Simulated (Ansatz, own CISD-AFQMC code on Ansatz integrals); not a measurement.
H3B3, SMILES `B1BB1` (charge 0, multiplicity 1).

Cartesian coordinates (Å):
```xyz
6

B     -0.5354    -0.7514     0.0499
B      0.8916    -0.3737    -0.3108
B     -0.6115     0.7661     0.0244
H     -1.2158    -1.7047     0.2484
H      1.9276     0.1283    -0.5776
H     -0.4565     1.9355    -0.0457
```
Charge 0, multiplicity 1.

Frozen-core energies in cc-pVDZ from Ansatz (an electronic-structure program) at a geometry from PBE0-D3(BJ)/def2-TZVP; the HF reference has <S^2> = 0.00 (restricted, and unstable towards unrestricted orbitals) and the T1 diagnostic is 0.021.

```csv
level,energy (Ha)
HF,-75.65081
MP2,-75.89851
CCSD,-75.93410
CCSD(T),-75.94842
```

Question: Estimate the energies of CCSDT, CCSDT(Q), phaseless AFQMC, CISD trial (own CISD-AFQMC code on Ansatz integrals; ±0.38 mHa) and CCSDTQ, and give each level's difference from CCSDTQ.

Answer: 
| level | energy (Ha) | difference from CCSDTQ (mHa) |
|---|---|---|
| MP2 | -75.89851 | 52.54 |
| CCSD | -75.93410 | 16.95 |
| CCSD(T) | -75.94842 | 2.63 |
| CCSDT | -75.95001 | 1.04 |
| CCSDT(Q) | -75.95110 | -0.05 |
| phaseless AFQMC, CISD trial (own CISD-AFQMC code on Ansatz integrals; ±0.38 mHa) | -75.94991 | 1.14 |
| CCSDTQ | -75.95105 | 0.00 |
